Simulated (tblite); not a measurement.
Species: Ge2H10NSi2 (doublet state).
Bonds: Si1–N2, N2–Si3, Si3–Ge4, Ge4–Ge5. Hydrogens: H6, H7, H8 on Si1; H9, H10 on Si3; H11, H12 on Ge4; H13, H14, H15 on Ge5.

Computed with GFN2-xTB (tblite), gas phase: L-BFGS steps from a force-field or distance-geometry start until the largest atomic force falls under 0.01 eV/Å.

The end geometry, which sets the zero of energy:
```
atom  x, y, z in Å
Si1    -2.5901    0.2745    0.4747
N2     -1.3564   -0.8264    0.8976
Si3    -0.3094   -1.9640    0.3381
Ge4     1.1813   -0.3938   -0.8264
Ge5     2.0687    1.5795    0.2008
H6     -3.0753    0.8324    1.7396
H7     -2.0065    1.3431   -0.3623
H8     -3.6871   -0.3546   -0.2737
H9      0.5339   -2.5390    1.3907
H10    -0.5704   -2.9617   -0.7128
H11     0.5373    0.0245   -2.1516
H12     2.3588   -1.2142   -1.3957
H13     3.0390    1.2886    1.3140
H14     2.8433    2.4454   -0.7641
H15     1.0284    2.4737    0.8009
```

**Question.** These geometries come from the run, each turned onto the end geometry. Order them by energy, lowest first.
A.
```
atom  x, y, z in Å
Si1    -2.5609    0.2762    0.3929
N2     -1.2555   -0.7074    0.8791
Si3    -0.2325   -1.9102    0.4120
Ge4     1.1160   -0.3595   -0.9200
Ge5     2.0600    1.5019    0.2344
H6     -3.0400    0.8959    1.6242
H7     -2.0771    1.3231   -0.5265
H8     -3.6120   -0.4904   -0.2790
H9      0.6549   -2.3684    1.4883
H10    -0.5304   -3.0280   -0.5026
H11     0.3252    0.1529   -2.1206
H12     2.2209   -1.1360   -1.6577
H13     2.9680    1.0447    1.3506
H14     2.9224    2.4322   -0.5956
H15     1.0363    2.3812    0.8901
```
B.
```
atom  x, y, z in Å
Si1    -2.4876    0.2696    0.4036
N2     -1.1873   -0.6384    1.0409
Si3    -0.2659   -1.8714    0.4564
Ge4     1.0815   -0.3360   -0.9545
Ge5     2.0531    1.5197    0.2626
H6     -3.1266    0.8918    1.5553
H7     -2.0179    1.2526   -0.5921
H8     -3.4355   -0.6143   -0.2789
H9      0.6630   -2.4200    1.4463
H10    -0.6863   -2.9229   -0.4858
H11     0.3209    0.1315   -2.2158
H12     2.1520   -1.1654   -1.7217
H13     2.9618    1.0549    1.3684
H14     2.9286    2.4476   -0.5413
H15     1.0417    2.4086    0.9264
```
C.
```
atom  x, y, z in Å
Si1    -2.6022    0.2612    0.4401
N2     -1.3637   -0.8206    0.8934
Si3    -0.2713   -1.9345    0.3746
Ge4     1.1325   -0.3620   -0.8789
Ge5     2.0749    1.5443    0.2231
H6     -3.0714    0.8742    1.6849
H7     -2.0270    1.2979   -0.4443
H8     -3.7073   -0.3941   -0.2704
H9      0.6195   -2.4128    1.4379
H10    -0.5019   -2.9990   -0.6160
H11     0.4408    0.0979   -2.1670
H12     2.2857   -1.1715   -1.5041
H13     3.0206    1.1542    1.3273
H14     2.8982    2.4186   -0.6890
H15     1.0681    2.4543    0.8581
```
D.
```
atom  x, y, z in Å
Si1    -2.4721    0.2304    0.4300
N2     -1.1478   -0.5770    1.1658
Si3    -0.2676   -1.8095    0.4877
Ge4     1.0512   -0.3709   -0.9585
Ge5     2.0356    1.4852    0.2478
H6     -3.2330    0.9273    1.4638
H7     -1.9068    1.1685   -0.5827
H8     -3.3347   -0.7314   -0.2796
H9      0.7175   -2.4252    1.3474
H10    -0.8218   -2.7349   -0.4796
H11     0.3343    0.1605   -2.1877
H12     2.1499   -1.1319   -1.7032
H13     2.9511    1.0156    1.3707
H14     2.9303    2.4334   -0.5620
H15     1.0093    2.3678    0.9098
```
E.
```
atom  x, y, z in Å
Si1    -2.5826    0.2744    0.4119
N2     -1.3010   -0.7461    0.8911
Si3    -0.2361   -1.9035    0.4073
Ge4     1.1333   -0.3704   -0.9225
Ge5     2.0685    1.4916    0.2478
H6     -3.0717    0.9034    1.6425
H7     -2.0586    1.2982   -0.5150
H8     -3.6620   -0.4459   -0.2768
H9      0.6660   -2.3420    1.4782
H10    -0.4994   -3.0116   -0.5255
H11     0.3476    0.1409   -2.1286
H12     2.2557   -1.1265   -1.6625
H13     2.9911    1.0782    1.3633
H14     2.9100    2.3967   -0.6198
H15     1.0346    2.3707    0.8784
```

**Answer.** C (0.003 eV), E (0.008 eV), A (0.016 eV), B (0.068 eV), D (0.141 eV).

In the order of the answer:

```tsv
step	E above end (eV)	largest force (eV/Å)	rms force component (eV/Å)	rms distance from end (Å)	rms bond change (Å)	bond most changed (Å)
74	0.003	0.04	0.013	0.096	0.002	Si3–Ge4 -0.006
39	0.008	0.03	0.011	0.171	0.003	Si3–Ge4 -0.010
29	0.016	0.13	0.042	0.186	0.005	Ge4–Ge5 -0.010
17	0.068	0.18	0.071	0.238	0.011	Ge4–Ge5 +0.027
13	0.141	0.54	0.165	0.299	0.018	Si3–Ge4 -0.029
```

What follows is the cost of the whole relaxation. The run took 0.91 s wall on one thread, Arm Neoverse V1 (aarch64), no GPU, on a shared host.
